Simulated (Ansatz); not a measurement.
Ideal-gas functions of C₂H₅NSi, SMILES `C[SiH2]C#N` at 500 K and 1 bar, from an Ansatz frequency run at PBE0-D4/def2-TZVP.

Molar mass 71.15 g/mol, point group Cs (symmetry number 1), electronic degeneracy 1, moments of inertia 34.869, 150.924, 176.692 u Å². Harmonic wavenumbers (cm⁻¹, unscaled): 139, 154, 265, 355, 493, 582, 706, 706, 765, 885, 901, 947, 1283, 1446, 1449, 2252, 2256, 2333, 3059, 3146, 3152.

Use S(trans) = R[1.5 ln M + 2.5 ln T − 1.1517]; rotational temperatures θ = 24.2544 K / I; S(rot) = R[ln(√π/σ · √(T³/θAθBθC)) + 1.5]; for each mode x = 1.438777 ν̃/T, S = R[x/(eˣ − 1) − ln(1 − e⁻ˣ)] and H = RT x/(eˣ − 1); 1 cm⁻¹ = 0.0119627 kJ/mol; R = 8.31446 J/(mol·K).

Task: By hand: the entropy, in J/(mol·K).

Result: Translation 172.8. Rotation: θ = 0.6956, 0.1607, 0.1373 K, giving 112.1. Vibration, mode by mode: 15.99, 15.15, 10.77, 8.49, 6.07, 4.94, 3.72, 3.72, 3.25, 2.48, 2.39, 2.15, 0.99, 0.68, 0.67, 0.10, 0.09, 0.08, 0.01, 0.01, 0.01, in all 81.8. Electronic 0.0. Sum 366.7 J/(mol·K).

Task: By hand: H − E and G − E in kJ/mol, counted from the electronic energy.

Result: Zero-point energy ½ × 27274 × 0.0119627 = 163.1; thermal vibration 22.7; translation, rotation and pV give 4 RT = 16.6. H − E = 202.4 kJ/mol, and G − E = 202.4 − 500 × 366.7/1000 = 19.1 kJ/mol.

Vibration gives 22 % of the entropy, 16.0 J/(mol·K) of it from the mode under 150 cm⁻¹: soft modes count most, and the harmonic formula is weakest for them.
